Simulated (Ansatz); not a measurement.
System: sum formula SnCl3F, net charge 0, singlet state. 
Structure (B3LYP-D3(BJ)/def2-TZVP (Ansatz, an electronic-structure program) minimum search):
SMILES: [Cl][Sn]([F])([Cl])[Cl]
```xyz
5

F     -0.0974    -0.1578     2.0597
Sn    -0.0076    -0.0123     0.1611
Cl    -1.8372    -1.1113    -0.6976
Cl     1.9602    -0.9975    -0.5094
Cl    -0.0491     2.2287    -0.3571
```

Property: atomisation energy (electronic, to ground-state atoms), in kcal/mol. Correlated levels leave the core frozen unless marked. UHF or UKS for open shells. Spin-orbit coupling is left out. The frozen core is the preceding noble-gas configuration, with the filled d and f shells of earlier blocks. In def2 rows, elements after Kr have scalar-relativistic effective core potentials. The coupled-cluster limit lacks core correlation, which all-electron functionals hold. CBS(X,Y): correlation extrapolated as X^-3; Hartree-Fock from the larger set.

```csv
level,program,atomisation energy (kcal/mol)
SVWN5/def2-TZVPD,Ansatz,400.4
HSE06-D4/def2-TZVPD,Ansatz + dftd4,337.1
HSE06/def2-TZVPD,Ansatz,333.2
B2PLYP-D3(BJ)/def2-TZVPD,Ansatz + dftd3,335.0
RPA@PBE/def2-TZVPP,Ansatz,293.4
MP2/def2-SVPD,Ansatz,329.9
"CCSD(T)/CBS(def2-TZVPPD,def2-QZVPPD)",Ansatz,348.5
```
